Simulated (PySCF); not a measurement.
C4H5F3O2.
Numbering: `[CH3:1][CH2:2][O:3][C:4](=[O:5])[C:6]([F:7])([F:8])[F:9]` (hydrogens: H10, H11, H12 on C1; H13, H14 on C2)

The same species was optimised twice, with GFN2-xTB and with PBE0-D3(BJ)/def2-SVP (PySCF), and the same property calculations (PySCF, gas phase) were run on both structures.

```csv
coordinate,GFN2-xTB,PBE0-D3(BJ)/def2-SVP,change
C4–C6 (Å),1.560,1.540,-0.020
C6–F7 (Å),1.330,1.320,-0.010
C1–C2 (Å),1.520,1.510,-0.010
C6–F8 (Å),1.340,1.331,-0.009
O3–C4 (Å),1.311,1.319,+0.008
C6–F9 (Å),1.337,1.330,-0.007
C2–O3 (Å),1.440,1.436,-0.004
C4=O5 (Å),1.194,1.196,+0.002
C4–C6–F7 (°),111.6,110.2,-1.4
C4–C6–F9 (°),111.9,110.5,-1.4
F7–C6–F8 (°),107.7,108.8,+1.1
O3–C4–O5 (°),128.4,127.2,-1.2
F7–C6–F9 (°),107.7,108.8,+1.1
F8–C6–F9 (°),107.3,108.3,+1.0
O3–C4–C6 (°),108.9,109.6,+0.7
O5–C4–C6 (°),122.7,123.2,+0.5
C1–C2–O3–C4 (°),81,82,+1
C2–O3–C4–O5 (°),1,1,0
O3–C4–C6–F7 (°),166,177,+11
```

Rotational constants: A = 3165, B = 994.9, C = 935.3 MHz (GFN2-xTB) against A = 3174, B = 1010, C = 950.6 MHz (PBE0-D3(BJ)/def2-SVP). Point groups within 0.08 Å: C1 and C1.

On the GFN2-xTB structure: HOMO (eV) -8.95 [PBE0/pcSseg-1]; LUMO (eV) -0.81 [PBE0/pcSseg-1]; dipole (D) 3.43 [PBE0/pcSseg-1]; GIAO shielding of C1 (ppm) 171.0 [PBE0/pcSseg-1]; GIAO shielding of C2 (ppm) 120.5 [PBE0/pcSseg-1]; GIAO shielding of O3 (ppm) 124.5 [PBE0/pcSseg-1]; GIAO shielding of C4 (ppm) 22.5 [PBE0/pcSseg-1]; GIAO shielding of O5 (ppm) -88.4 [PBE0/pcSseg-1]; GIAO shielding of C6 (ppm) 62.2 [PBE0/pcSseg-1]; GIAO shielding of F7/F8/F9 (mean) (ppm) 259.5 [PBE0/pcSseg-1].

Q: What do these properties become on the PBE0-D3(BJ)/def2-SVP structure?

A: 
```csv
property,level,on GFN2-xTB,on PBE0-D3(BJ)/def2-SVP,change
HOMO (eV),PBE0/pcSseg-1,-8.95,-8.91,+0.04
LUMO (eV),PBE0/pcSseg-1,-0.81,-0.79,+0.02
dipole (D),PBE0/pcSseg-1,3.43,3.13,-0.30
"energy, GFN2-xTB geometry as zero (kcal/mol)",PBE0/pcSseg-1,0.0,-0.5,-0.5
GIAO shielding of C1 (ppm),PBE0/pcSseg-1,171.0,169.5,-1.5
GIAO shielding of C2 (ppm),PBE0/pcSseg-1,120.5,121.0,+0.5
GIAO shielding of O3 (ppm),PBE0/pcSseg-1,124.5,122.4,-2.1
GIAO shielding of C4 (ppm),PBE0/pcSseg-1,22.5,20.8,-1.7
GIAO shielding of O5 (ppm),PBE0/pcSseg-1,-88.4,-96.8,-8.4
GIAO shielding of C6 (ppm),PBE0/pcSseg-1,62.2,65.0,+2.8
GIAO shielding of F7/F8/F9 (mean) (ppm),PBE0/pcSseg-1,259.5,265.8,+6.3
```

The heavy atoms differ by 0.104 Å rms after alignment. Among bonds between heavy atoms C4–C6 changes most (-0.020 Å). Changes are differences of the printed values. Neither structure is proved a minimum here.

Shape of the structure used: `[CH3:1][CH2:2][O:3][C:4](=[O:5])[C:6]([F:7])([F:8])[F:9]`: C1–C2–O3–C4 82°, C2–O3–C4–O5 1°, O3–C4–C6–F7 177°.
